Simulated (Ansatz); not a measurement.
Start from `[Cl][GeH]1[CH2][O]1` and change one atom or group to get `F[CH2][GeH]1[CH2][O]1`.

Ansatz, PBE0-D4/def2-TZVP geometries, multiplicity 1. Each molecule was computed in one conformer, which needn't be the lowest.

Scalar relativity is left out up to krypton.

```tsv
property	`[Cl][GeH]1[CH2][O]1`
size of the dipole moment (PBE/def2-TZVPP) / D	2.18
zero-point energy (PBE0-D4/def2-TZVP) / kJ/mol	103.0
HOMO–LUMO gap (B3LYP/def2-TZVPP) / eV	5.86
HOMO energy (PBE0/def2-TZVPP) / eV	-7.49
HOMO energy (B3LYP/def2-TZVPP) / eV	-7.28
HOMO–LUMO gap (PBE/def2-TZVPP) / eV	4.28
```

Task: Give the same properties after the change, and the shifts. (Estimate.)

Result: Ansatz gave: 
| property | `F[CH2][GeH]1[CH2][O]1` | shift |
| --- | --- | --- |
| size of the dipole moment (PBE/def2-TZVPP) / D | 0.65 | -1.53 |
| zero-point energy (PBE0-D4/def2-TZVP) / kJ/mol | 177.5 | 74.5 |
| HOMO–LUMO gap (B3LYP/def2-TZVPP) / eV | 5.99 | 0.13 |
| HOMO energy (PBE0/def2-TZVPP) / eV | -7.22 | 0.27 |
| HOMO energy (B3LYP/def2-TZVPP) / eV | -7.03 | 0.25 |
| HOMO–LUMO gap (PBE/def2-TZVPP) / eV | 4.46 | 0.18 |

With PBE0 the HOMO rises by 0.27 eV and the LUMO rises by 0.37 eV, so the gap widens by about 0.10 eV. PBE moves the HOMO by 0.23 eV and ωB97M-V by 0.25 eV. The zero-point energy changes by 74.5 kJ/mol with +9 modes. Dipoles are sizes alone; their direction can turn.

B3LYP here is the variant with VWN-RPA as its local correlation; programs differ in this.
